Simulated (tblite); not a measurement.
Run record: tight-binding relaxation, `C(Br)(=O)[C@@H]1[C@@H]([C@H](C1)C)OC`.

Computed with GFN2-xTB geometry optimisation, gas phase (tblite 0.8.0). Start geometry: from a force field or distance geometry. The input is one job of a driver script: a line of settings, then coordinates in Å.

Command:
```bash
OMP_NUM_THREADS=1 python probes_run.py task.json out
```

Input:
```
{"job": {"kind": "relax", "xc": "GFN2-xTB", "basis": "xTB"}, "charge": 0, "multiplicity": 1}
C      2.591900    -0.382800    -0.081600
O      1.334400    -0.991900    -0.391700
C      0.235000    -0.111400    -0.603300
C     -1.154000    -0.789100    -0.813700
C     -1.324700    -2.227600    -0.217700
O     -1.744400    -2.552700     0.878300
Br    -0.903100    -3.683600    -1.409800
C     -1.764900     0.377500     0.008200
C     -0.374400     0.599600     0.637100
C      0.006500     2.050300     0.859300
H      3.354800    -1.152800    -0.067200
H      2.534600     0.090400     0.905200
H      2.830800     0.362700    -0.834100
H      0.452700     0.577800    -1.438800
H     -1.485300    -0.760700    -1.851200
H     -2.568000     0.110700     0.720600
H     -2.127400     1.197700    -0.625500
H     -0.240500     0.016100     1.558400
H      1.056400     2.131600     1.172200
H     -0.109800     2.647900    -0.049500
H     -0.609200     2.507100     1.644400
```

Output:
```
step      E/eV     max force
  0    -892.14828    2.858
  1    -892.24784    3.545
  2    -892.34616    0.639
  3    -892.39392    0.769
  4    -892.43950    0.685
  5    -892.45882    0.362
  6    -892.47492    0.288
  7    -892.48680    0.313
  8    -892.49573    0.312
  9    -892.50131    0.204
... (66 lines left out)
 76    -892.57079    0.038
 77    -892.57096    0.025
 78    -892.57108    0.030
 79    -892.57117    0.028
 80    -892.57128    0.022
 81    -892.57139    0.024
 82    -892.57146    0.016
 83    -892.57150    0.016
 84    -892.57153    0.014
 85    -892.57155    0.010
```

«max force» is the largest atomic force in eV/Å.

Question: From which step on does the largest force stay under 0.1 eV/Å, and how much energy is left to gain from there?

Answer: From step 30 (0.081 eV/Å), 21.6 meV above the end.

In short: energy lowered by 9.8 kcal/mol over 85 steps; largest atomic force 0.010 eV/Å at the end.

Question: Give the final coordinates.

Answer: 0.294 Å rms from the input after alignment:
```
atom  x, y, z in Å
C1     2.4876   -0.5925   -0.0265
O2     1.1851   -1.0897   -0.2143
C3     0.2381   -0.1044   -0.5072
C4    -1.1690   -0.6975   -0.7996
C5    -1.2307   -2.1152   -0.3641
O6    -1.6396   -2.5826    0.6389
Br7   -0.4849   -3.3034   -1.7328
C8    -1.7753    0.2925    0.2087
C9    -0.3628    0.6976    0.6735
C10   -0.0627    2.1833    0.7170
H11    3.1249   -1.4603    0.1270
H12    2.5442    0.0632    0.8489
H13    2.8261   -0.0396   -0.9107
H14    0.5950    0.5445   -1.3203
H15   -1.4900   -0.6128   -1.8378
H16   -2.4085   -0.1643    0.9658
H17   -2.3131    1.1039   -0.2761
H18   -0.1024    0.2236    1.6217
H19    0.9831    2.3603    0.9581
H20   -0.2772    2.6448   -0.2448
H21   -0.6769    2.6656    1.4741
```

The run took 0.84 s wall on Arm Neoverse V1, one thread, shared host.
Labels such as C1 count atoms from 1, the log's own numbers from 0.
